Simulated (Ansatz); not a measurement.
Consider the formal hydrolysis of the Si–F bond: `C[Si](C)(C)F` + H₂O → trimethylsilanol + H–F.

Isolated molecules relaxed with PBE0-D4/def2-TZVP in Ansatz; ΔE leaves out vibrations. CCSD(T)/CBS adds triple-zeta CCSD(T) − MP2 to the extrapolated MP2 energy (def2 sets, frozen cores). This one scheme is used for every species. DFT in def2-TZVPP. HSE06 is defined as in plane-wave codes. One conformer a species, not always the lowest.

`C[Si](C)(C)F`:

Z-matrix (Å, degrees):
```
C
Si 1 1.860
H 1 1.093 2 111.1
H 1 1.093 2 111.1 3 -120.2
H 1 1.094 2 110.8 3 119.9
C 2 1.860 1 111.6 3 177.3
C 2 1.860 1 111.6 3 -57.1
F 2 1.613 1 107.2 3 60.1
H 6 1.093 2 111.1 1 -177.3
H 6 1.093 2 111.1 1 -57.1
H 6 1.094 2 110.8 1 62.8
H 7 1.094 2 110.8 1 -62.9
H 7 1.093 2 111.1 1 177.2
H 7 1.093 2 111.1 1 57.0
```

H₂O:

Cartesian coordinates in Å:
```
O 0.055 -0.358 -0.144
H 0.002 -0.101 0.779
H -0.057 0.459 -0.636
```

`C[Si](C)(C)O`:

Cartesian coordinates in Å:
```
C 1.529 -0.215 -0.870
Si -0.098 0.271 -0.085
C -1.348 -1.093 -0.356
C 0.117 0.626 1.730
O -0.649 1.696 -0.734
H 1.417 -0.398 -1.942
H 1.922 -1.131 -0.420
H 2.276 0.572 -0.740
H -1.502 -1.289 -1.421
H -2.315 -0.831 0.080
H -1.014 -2.028 0.103
H 0.482 -0.256 2.263
H -0.831 0.927 2.182
H 0.835 1.435 1.885
H -0.822 1.715 -1.675
```

H–F:

Cartesian coordinates in Å:
```
F 0.398 0.150 0.176
H -0.398 -0.150 -0.176
```

Task: Is it downhill or uphill in electronic energy at CCSD(T)/CBS, and by how much? (Estimate.)

Result: The calculation gave: Uphill: ΔE = +0.53 eV.

Task: What do these levels give: PBE-D4, CAM-B3LYP-D4, ωB97X-V, r2SCAN, r2SCANh, HSE06, BHLYP, CAM-B3LYP, LC-ωPBE, CCSD/def2-SVP, HF/def2-TZVPP, SCS-MP2/def2-TZVPP? (Best estimate.)

Result: The calculation gave: PBE-D4 0.52, CAM-B3LYP-D4 0.57, ωB97X-V 0.55, r2SCAN 0.57, r2SCANh 0.56, HSE06 0.54, BHLYP 0.59, CAM-B3LYP 0.59, LC-ωPBE 0.56, CCSD/def2-SVP 0.56, HF/def2-TZVPP 0.61, SCS-MP2/def2-TZVPP 0.52 eV.

Largest T1 diagnostic among the species: 0.010.

In def2-TZVPP, CCSD(T) changes the Hartree–Fock value by −0.10 eV (the triples alone add −0.02 eV) and MP2 by −0.12 eV. The D4 term adds −0.04 eV with B3LYP and −0.02 eV with PBE0; it sums over pairs of atoms, weighted by their polarisabilities, and B3LYP, whose exchange is more repulsive, gets the larger term. Leaving LDA and LC-ωPBE aside and taking each functional with its dispersion term where it has one, the values, not all of them listed here, spread over 0.09 eV, from revPBE-D4 to B97M-V. LDA lies −0.05 eV from PBE without D4.

B3LYP here is the variant with VWN-RPA as its local correlation; programs differ in this.
